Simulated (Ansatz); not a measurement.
Consider the ligand exchange at the Sb–C bond: `S=[CH][SbH2]` + `N[SiH3]` → `[SiH3][NH][SbH2]` + `C=S`.

Computed with Ansatz on PBE0-D4/def2-TZVP structures; ΔE is electronic, products minus reactants. CCSD(T)/CBS is the MP2 limit (def2-TZVPP, def2-QZVPP) plus CCSD(T) − MP2 in def2-TZVPP, frozen cores. This one scheme is used for every species. Functionals use def2-TZVPP. def2 core potentials past Kr. For Sb outer-core shells are correlated without core-valence functions, which leaves a few kJ/mol of doubt a bond.

| species | r2SCAN0-D4 energy (Eh) |
| --- | --- |
| `S=[CH][SbH2]` | -678.32681 |
| `N[SiH3]` | -347.23083 |
| `[SiH3][NH][SbH2]` | -588.13476 |
| `C=S` | -437.42370 |

Problem. Work out ΔE.

Solution. ΔE = (-588.13476) + (-437.42370) − (-678.32681) − (-347.23083) = -0.00082 Eh = -0.02 eV. CCSD(T)/CBS gives -0.07 eV.

Largest T1 diagnostic among the species: 0.017.

Leaving LDA and LC-ωPBE aside and taking each functional with its dispersion term where it has one, the values, not all of them listed here, spread over 0.13 eV, from BHLYP-D4 to PBE-D4. In def2-TZVPP, CCSD(T) changes the Hartree–Fock value by +0.07 eV (the triples alone add +0.02 eV) and MP2 by +0.11 eV.
